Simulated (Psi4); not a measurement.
cadmium atom (Cd), singlet (core potentials on Cd); Psi4 with PBE/def2-SVP.

Input for Psi4:
```
memory 2 GB

molecule {
0 1
Cd    0.00000000    0.00000000    0.00000000
}

set {
  basis def2-svp
}

energy('pbe')
print_variables()
```

Output, abridged:

```
   => Loading Basis Set <=

    Name: DEF2-SVP
    Role: ORBITAL
    Keyword: BASIS

    !!!  WARNING: ECP capability is in beta. Please check occupations closely.  !!!

         ---------------------------------------------------------
                                   SCF
               by Justin Turney, Rob Parrish, Andy Simmonett
                          and Daniel G. A. Smith
                              RKS Reference
         ---------------------------------------------------------

  ==> Geometry <==

    Molecular point group: d2h
    Geometry (in Angstrom), charge = 0, multiplicity = 1:

       Center              X                  Y                   Z               Mass
    ------------   -----------------  -----------------  -----------------  -----------------
         CD           0.000000000000     0.000000000000     0.000000000000   113.903365090000

  Running in d2h symmetry.

  Rotational constants: A = ************  B = ************  C = ************ [cm^-1]
  Rotational constants: A = ************  B = ************  C = ************ [MHz]
  Nuclear repulsion =    0.000000000000000

  Charge       = 0
  Multiplicity = 1
  Electrons    = 20
  Nalpha       = 10
  Nbeta        = 10

  ==> Algorithm <==

  SCF Algorithm Type is DF.
  DIIS enabled.
  MOM disabled.
  Fractional occupation disabled.
  Guess Type is CORE.
  Energy threshold   = 1.00e-06
  Density threshold  = 1.00e-06
  Integral threshold = 1.00e-12

  ==> Primary Basis <==

  Basis Set: DEF2-SVP
    Blend: DEF2-SVP
    Number of shells: 11
    Number of basis functions: 31
    Number of Cartesian functions: 36
    Spherical Harmonics?: true
    Max angular momentum: 3

  Core potential: DEF2-SVP
    Number of shells: 4
    Number of ECP primitives: 14
    Number of ECP core electrons: 28
    Max angular momentum: 3

  ==> DFT Potential <==

   => LibXC <=

    Version 7.1.2
    S. Lehtola, C. Steigemann, M. J. T. Oliveira, and M. A. L. Marques,  SoftwareX 7, 1–5 (2018) (10.1016/j.softx.2017.11.002)

   => Composite Functional: PBE <=

    PBE GGA Exchange-Correlation Functional

    J.P. Perdew et. al., Phys. Rev. Lett., 77(18), 3865-3868, 1996

    Deriv               =              1
    GGA                 =           TRUE
    Meta                =          FALSE

    Exchange Hybrid     =          FALSE
    MP2 Hybrid          =          FALSE

   => Exchange Functionals <=

    1.0000     XC_GGA_X_PBE

   => Correlation Functionals <=

    1.0000     XC_GGA_C_PBE

[...]
   @DF-RKS iter   6:  -167.74654355162954   -1.63274e-04   4.33805e-04 DIIS/ADIIS
   @DF-RKS iter   7:  -167.74655737541585   -1.38238e-05   2.66770e-05 DIIS
   @DF-RKS iter   8:  -167.74655742742067   -5.20048e-08   7.12686e-07 DIIS
  Energy and wave function converged.

  ==> Post-Iterations <==

   Electrons on quadrature grid:
      Ntotal   =   20.0000000000 ; deviation = 1.421e-14

    Orbital Energies [Eh]
    ---------------------

    Doubly Occupied:

[...]
       4Ag    -0.207785

    Virtual:

[...]
    Final Occupation by Irrep:
             Ag   B1g   B2g   B3g    Au   B1u   B2u   B3u
    DOCC [     4,    1,    1,    1,    0,    1,    1,    1 ]
    NA   [     4,    1,    1,    1,    0,    1,    1,    1 ]
    NB   [     4,    1,    1,    1,    0,    1,    1,    1 ]

  @DF-RKS Final Energy:  -167.74655742742067

   => Energetics <=

    Nuclear Repulsion Energy =              0.0000000000000000
    One-Electron Energy =                -297.1213824577178571
    Two-Electron Energy =                 144.7685426114529719
    DFT Exchange-Correlation Energy =     -15.3937175811557960
    Empirical Dispersion Energy =           0.0000000000000000
    VV10 Nonlocal Energy =                  0.0000000000000000
    Total Energy =                       -167.7465574274206688

Computation Completed

Properties will be evaluated at   0.000000,   0.000000,   0.000000 [a0]

Properties computed using the SCF density matrix

 Multipole Moments:

 ------------------------------------------------------------------------------------
     Multipole            Electronic (a.u.)      Nuclear  (a.u.)        Total (a.u.)
 ------------------------------------------------------------------------------------

 L = 1.  Multiply by 2.5417464519 to convert [e a0] to [Debye]
 Dipole X            :          0.0000000            0.0000000            0.0000000
 Dipole Y            :          0.0000000            0.0000000            0.0000000
 Dipole Z            :          0.0000000            0.0000000            0.0000000
 Magnitude           :                                                    0.0000000

 ------------------------------------------------------------------------------------

  Variable Map:
  ----------------------------------------------------------------------------
[...]
  Array Variable Map:
  ----------------------------------------------------------------------------
[...]
[...]
```
